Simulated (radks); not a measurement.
Question: Charge is removed step by step from the 6s up level of Sm+, starting from [Xe] 4f6 6s(up 1, down 0). Method: scalar-relativistic Kohn-Sham, LDA (Slater exchange, Perdew-Wang correlation), spin-polarised, spherical densities, point nucleus; open shells are filled with parallel spins first (spin-orbit coupling, left out, can overturn this in heavy ions); computed with a radial shooting solver on a logarithmic mesh with Libxc functionals. At the starting occupation the eigenvalue is -9.020 eV. Estimate the energy to remove one whole electron from this level, the eigenvalue at the end, and how far E(n) bends from a straight line.

Answer: Delta-SCF 11.559 eV; final eigenvalue -13.919 eV; the deviation from the straight line is -0.627 eV at 0.5 electron removed, the largest on the grid computed. Slater's transition state (half an electron removed) gives 11.594 eV. Integrating minus the eigenvalue over the occupation (Janak's theorem) gives 11.562 eV. In this scalar-relativistic scheme the density is built from large components alone, so the theorem holds only approximately. The mean slope of the eigenvalue, de/dn, is 4.90 eV per electron. Ionisation energy of Sm+ in the NIST Atomic Spectra Database: 11.08 eV (semi-empirical).
